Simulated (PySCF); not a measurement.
# Unknown compound

Molecular formula: C5H5NO2. Simulated spectra:

1H NMR (600 MHz, computed): δ 8.14 (d, 2H), 6.69 (d, 2H), 4.12 (br s, 1H).

13C{1H} NMR (computed): δ 155.7 (C), 144.6 (CH), 118.0 (CH).

- shieldings: GIAO PBE0/pcSseg-1
- GFN2-xTB structure
- code: PySCF
- averaged over atoms made equivalent by symmetry, fast rotation or ring inversion, one conformer, non-relativistic Hamiltonian, no solvent model

Referencing at the same level of theory: TMS for 1H (σ = 31.72 ppm) and 13C (σ = 186.93 ppm).

Task: Choose the structure that fits.
A. [O-][n+]1ccc(O)cc1
B. NC(=O)C#CCC=O
C. C=Cc1ncc(O)o1

Result: A. 

- Rings plus π bonds: 4 (1 ring in the answer).
- 3 carbon signals for 5 carbons: some carbons are equivalent by symmetry or fast rotation.
- Carbon types of the structure: 1 × C, 4 × CH, leaving 1 H on heteroatoms.
- δC 155.7: aromatic carbon bearing oxygen; σ withdrawal by the attached heteroatom moves it downfield of the ring CH carbons.
- δC 144.6: aromatic CH next to a ring nitrogen; the adjacent pyridine-type nitrogen withdraws density from it.
- δC 118.0: aromatic CH; π donation from the O or N substituent raises the electron density at positions ortho and para to it.
- δH 6.69: hydrogen on an aromatic CH; π donation from the O or N substituent shields it against benzene.
- δH 4.12: hydrogen on a phenol-type oxygen; exchangeable, gas-phase position.

The others: NC(=O)C#CCC=O would give 5 carbon signals, not 3; C=Cc1ncc(O)o1 would give 5 carbon signals, not 3.

OH and NH positions are those of a molecule without intermolecular hydrogen bonds; in solution they move with solvent, concentration and temperature, and exchange usually removes their couplings. Shifts are as computed. Against solution values, carbons near 30 ppm lie about +3 ppm off and those near 130 ppm about +5 ppm. Of 1211 compounds with measured shifts, 218 miss one by over three times the rms of a fit or turn the order of signals round; such compounds aren't used in these exercises. No couplings were computed; multiplicities are counted from neighbouring protons, with m where these are inequivalent, close in shift, in a saturated or five-membered ring or joined by F or P, and br s for small geminal =CH2 splittings.
